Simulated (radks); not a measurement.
Removal energies from the lead ion Pb9+, [Xe] 4f14 5d5, by Delta-SCF beside the eigenvalue of the level emptied. Calculated with a radial shooting solver on a logarithmic mesh with Libxc functionals: scalar-relativistic Kohn-Sham, LDA (Slater exchange, Perdew-Wang correlation), spin-polarised, spherical densities, finite nucleus; Fermi nuclear charge, rms radius of each element as measured or else 0.836 A^(1/3) + 0.57 fm. Open shells are filled with parallel spins first.

removed from,final configuration,Delta-SCF (eV),-eigenvalue (eV)
5d,[Xe] 4f14 5d4,162.99,153.32
5p,[Kr] 4d10 4f14 5s2 5p5 5d5,231.14,220.41
5s,[Kr] 4d10 4f14 5s1 5p6 5d5,293.44,281.72
4f,[Xe] 4f13 5d5,295.49,276.93
